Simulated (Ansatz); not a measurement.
Cartesian coordinates in Å:
```
C -0.7894 -2.1467 1.1406
C -0.5820 -1.4546 -0.2087
C 0.3614 -2.2775 -1.0896
B -0.0011 -0.0001 0.0028
C 1.3963 0.1973 0.7140
C 2.3830 0.8715 -0.2429
C 1.2344 1.0322 1.9864
C -0.8163 1.2572 -0.4996
C -1.0222 1.1880 -2.0147
C -2.1663 1.3325 0.2182
H -1.4981 -1.6053 1.7737
H 0.1506 -2.2318 1.6934
H -1.1803 -3.1599 1.0018
H -1.5550 -1.4109 -0.7135
H -0.0259 -3.2915 -1.2327
H 1.3528 -2.3673 -0.6361
H 0.4894 -1.8321 -2.0802
H 1.8220 -0.7716 1.0028
H 2.5563 0.2724 -1.1414
H 3.3524 1.0243 0.2424
H 2.0195 1.8522 -0.5635
H 2.2013 1.1859 2.4765
H 0.8196 2.0198 1.7646
H 0.5721 0.5499 2.7109
H -0.2704 2.1829 -0.2796
H -1.5968 2.0500 -2.3688
H -0.0725 1.1814 -2.5569
H -1.5735 0.2877 -2.3010
H -2.7674 0.4380 0.0305
H -2.7444 2.1943 -0.1305
H -2.0494 1.4319 1.3010
```

Total charge 0; spin multiplicity 1.

Q: List the r2SCAN/def2-TZVPP orbital energies in eV (Ansatz). (An estimate is asked.)

A: The calculation gave: Occupied: -272.71, -272.71, -272.71, -272.71, -272.71, -272.71, -272.42, -272.42, -272.42, -179.61, -20.73, -20.10, -20.10, -17.75, -17.56, -17.56, -15.37, -14.69, -14.69, -12.01, -11.68, -11.68, -10.85, -10.65, -10.65, -10.43, -10.03, -10.03, -9.46, -9.46, -9.44, -8.66, -8.56, -8.30, -8.26, -8.26, -8.19, -8.19, -6.45, -6.45. Lowest empty: -1.05, 0.80, 1.45, 1.46, 1.91, 2.33, 2.52, 2.53.
